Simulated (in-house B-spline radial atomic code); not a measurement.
## Ionising Zn7+ with different functionals

Computed with a B-spline radial code for spherical atoms: scalar-relativistic (spin-free X2C) Hamiltonian, Fermi nucleus of rms radius 3.9283 fm, spin-polarised at highest spin, spherical fractional occupations for the functionals, the average over the highest-spin determinants for Hartree-Fock. The ionisation energy is the difference of two self-consistent energies, [Ar] 3d5 → [Ar] 3d4, without Breit or QED terms; ε is the level of the shell that loses the electron (its least bound occupied spin orbital).

Hybrids are left out here: with spherical fractional occupations of an open shell their exact exchange keeps a self-interaction that integer-occupation calculations don't have.

```
           method          rung  ΔSCF (eV)  -ε(3d) (eV)
     Hartree-Fock  Hartree-Fock     173.10       175.46
         LDA VWN5           LDA     173.67       158.36
         LDA PW92           LDA     173.65       158.35
LDA exchange-only           LDA     171.85       156.59
              PBE           GGA     173.49       158.19
           PBEsol           GGA     173.43       158.13
             BLYP           GGA     173.33       158.00
             RPBE           GGA     173.44       158.14
             PW91           GGA     173.64       158.33
             BP86           GGA     173.48       158.17
             AM05           GGA     173.47       158.16
             OLYP           GGA     174.47       159.13
             TPSS      meta-GGA     173.44       158.16
             SCAN      meta-GGA     174.60       159.42
           r2SCAN      meta-GGA     174.61       159.44
            M06-L      meta-GGA     174.62       159.42
          revTPSS      meta-GGA     173.37       158.11
```

(1) How do they compare with the NIST value?

Answers

(1) NIST lists 174 eV ± 1.7 (semi-empirical, ground level to ground level). Errors run from -2.05 to +0.72 eV; all lie within about twice that uncertainty, so the table can't rank the methods. Hartree-Fock also lacks correlation.
